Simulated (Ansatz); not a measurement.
Program: Ansatz. Geometries: PBE0-D4/def2-TZVP. ΔE: electronic, gas phase. CCSD(T)/CBS is the MP2 limit (def2-TZVPP, def2-QZVPP) plus CCSD(T) − MP2 in def2-TZVPP, frozen cores. This one scheme is used for every species. DFT in def2-TZVPP. For Ge outer-core shells are correlated without core-valence functions, which leaves a few kJ/mol of doubt a bond. Scalar relativity is left out up to krypton. Each species was taken in one conformer, which may not be the lowest.

Reaction (formal hydrolysis of a Ge–C bond): `[CH3][GeH]([F])[GeH3]` + H₂O → `[OH][GeH]([F])[GeH3]` + CH₄

```tsv
level	ΔE (kJ/mol)	difference from CCSD(T)/CBS
PBE-D4	-49.6	-2.9
PBE0-D4	-47.5	-0.8
ωB97X-V	-55.4	-8.7
r2SCAN	-56.5	-9.8
PBE0	-49.4	-2.7
HF/def2-TZVPP	-65.0	-18.3
MP2/def2-TZVPP	-50.8	-4.1
HF/def2-QZVPP	-65.5	-18.8
HF/CBS(def2)	-65.6	-18.9
MP2/CBS(def2)	-46.6	0.1
CCSD(T)/CBS	-46.7	0
```

Largest T1 diagnostic among the species: 0.012.

In def2-TZVPP, CCSD(T) changes the Hartree–Fock value by +14.1 kJ/mol (the triples alone add +0.4 kJ/mol) and MP2 by +14.2 kJ/mol. The D4 term adds +3.2 kJ/mol with B3LYP and +1.9 kJ/mol with PBE0; it sums over pairs of atoms, weighted by their polarisabilities, and B3LYP, whose exchange is more repulsive, gets the larger term.

B3LYP here is the variant with VWN-RPA as its local correlation; programs differ in this.
